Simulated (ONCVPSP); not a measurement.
# What one change does to a pseudopotential (P, ONCV)

ONCVPSP 4.0.1 input, shortened (lines: element, Z, core and valence counts, functional; n l f; lmax; l rc ep ncon nbas qcut; lloc lpopt rc5 dvloc0; l nproj debl; icmod fcfact rcfact), Wu-Cohen, scalar-relativistic:

```
  P 15.00    3    2  -118130      upf
    1    0    2.00
    2    0    2.00
    2    1    6.00
    3    0    2.00
    3    1    3.00
    2
    0    1.10    0.00    3    7    5.50
    1    1.90    0.00    4    8    5.20
    2    1.60    0.08    4    8    5.00
    4    5    1.00    2.00
    0    2    1.80
    1    2    1.30
    2    2    3.70
    0    0.00    0.00
```

All-electron outer shells of the reference configuration (Wu-Cohen, scalar-relativistic, ld1.x):

| shell | level (eV) | outermost node (bohr) | outermost maximum (bohr) |
| --- | --- | --- | --- |
| 2s | -173.69 | 0.14 | 0.42 |
| 2p | -124.48 | – | 0.36 |
| 3s | -13.93 | 0.65 | 1.58 |
| 3p | -5.48 | 0.64 | 1.83 |

Change: all radii scaled by about 1.04 (s 1.14, p 1.98, d 1.66 bohr); local potential polynomial inside 1.04 bohr (lpopt 5, dvloc0 2 Ha).

Cutoffs: the cutoffs (Ha) at which the residual kinetic energy of the hardest occupied pseudo-wave falls to 1 and 0.1 mHa per electron; they do not see the model core or the augmentation charge, which bear on the density cutoff. Errors are all-electron minus pseudo energies relative to the spin-unpolarised reference configuration.

Predict the effect on cutoff, ghosts and configuration errors.

The potential gets softer (107 Ha and 137 Ha → 61 Ha and 119 Ha); both files keep a bound ghost (s); of the 4 tests that both files solve, the error grows in 0 and shrinks in 2 by more than 15 % and 0.3 meV (median size 14.0 → 7.2 meV). A larger radius leaves more room for a smooth pseudo-wave, so fewer plane waves are needed.

```
                            quantity                base            changed
                       cutoff, loose              107 Ha              61 Ha
                       cutoff, tight              137 Ha             119 Ha
             loose cutoff by channel  s 107 Ha, p 4.5 Ha  s 61 Ha, p 4.5 Ha
                        bound ghosts                   s                  s
         GHOST(+) flags under 300 eV                none               none
 error for 3s2 3p2, meV [ΔE 9.71 eV]                +0.5               +0.3
error for 3s2 3p1, meV [ΔE 28.85 eV]                 +12                +10
error for 3s2 3p0, meV [ΔE 58.60 eV]                 +62                +56
error for 3s0 3p5, meV [ΔE 17.17 eV]                 +16               +4.2
```

 A true bound ghost makes a file unfit for plane-wave use even where its test errors are small: the radial tests pick states by their node count and pass the ghost by.
